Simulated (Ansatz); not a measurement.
`N[SiH](Cl)O[SiH3]` + `N[SiH2][O][GeH2][NH2]` → `[NH2][GeH2][O][SiH](N)Cl` + `N[SiH2]O[SiH3]`  (redistribution)

Isolated molecules relaxed with PBE0-D4/def2-TZVP in Ansatz; ΔE leaves out vibrations. CCSD(T)/CBS adds triple-zeta CCSD(T) − MP2 to the extrapolated MP2 energy (def2 sets, frozen cores). DFT in def2-TZVPP. For Ge outer-core shells are correlated without core-valence functions, which leaves a few kJ/mol of doubt a bond. Scalar relativity is left out up to krypton. Each species was taken in one conformer, which may not be the lowest.

`N[SiH](Cl)O[SiH3]`:

Z-matrix (Å, degrees):
```
Si
Cl 1 2.072
O 1 1.620 2 106.3
N 1 1.692 2 114.5 3 -119.7
H 1 1.474 2 105.7 3 120.2
Si 3 1.643 1 142.5 2 16.8
H 4 1.008 1 120.8 2 71.0
H 4 1.007 1 120.0 2 -76.1
H 6 1.482 3 107.3 1 169.2
H 6 1.485 3 110.5 1 49.6
H 6 1.484 3 110.1 1 -71.6
```

`N[SiH2][O][GeH2][NH2]`:

Z-matrix (Å, degrees):
```
Si
O 1 1.629
N 1 1.723 2 110.8
H 1 1.489 2 112.4 3 116.4
H 1 1.486 2 105.6 3 -123.6
Ge 2 1.791 1 128.1 3 -34.0
H 3 1.007 1 118.8 2 141.2
H 3 1.008 1 120.9 2 -75.9
N 6 1.823 2 113.4 1 -35.5
H 6 1.534 2 107.0 1 84.0
H 6 1.532 2 105.0 1 -154.2
H 9 1.010 6 115.4 2 -67.2
H 9 1.011 6 113.7 2 60.5
```

`[NH2][GeH2][O][SiH](N)Cl`:

```xyz
13

N     0.817   -1.914    0.408
Ge   -0.739   -1.231    1.055
O    -1.372    0.140    0.071
Si   -0.568    1.163   -0.881
N     0.871    1.685   -0.113
Cl    0.086    0.275   -2.627
H     1.566   -1.235    0.364
H     0.736   -2.365   -0.493
H    -0.488   -0.657    2.454
H    -1.834   -2.297    0.989
H    -1.521    2.217   -1.287
H     0.807    2.216    0.742
H     1.640    2.004   -0.680
```

`N[SiH2]O[SiH3]`:

```xyz
11

N     1.350    1.501    1.217
Si    0.012    1.064    0.262
O    -0.028   -0.521   -0.158
Si   -0.792   -1.741   -0.922
H     1.398    1.256    2.192
H     2.268    1.600    0.816
H    -1.212    1.353    1.049
H     0.077    1.860   -0.988
H    -0.915   -1.451   -2.375
H    -0.002   -2.983   -0.735
H    -2.155   -1.937   -0.357
```

```
                   species  B2PLYP energy (Eh)
       `N[SiH](Cl)O[SiH3]`         -1172.58345
   `N[SiH2][O][GeH2][NH2]`         -2555.62367
`[NH2][GeH2][O][SiH](N)Cl`         -3015.17782
          `N[SiH2]O[SiH3]`          -713.03173
```

Problem. Work out ΔE.

Solution. ΔE = (-3015.17782) + (-713.03173) − (-1172.58345) − (-2555.62367) = -0.00243 Eh = -1.5 kcal/mol. CCSD(T)/CBS gives -1.3 kcal/mol.

Largest T1 diagnostic among the species: 0.011.
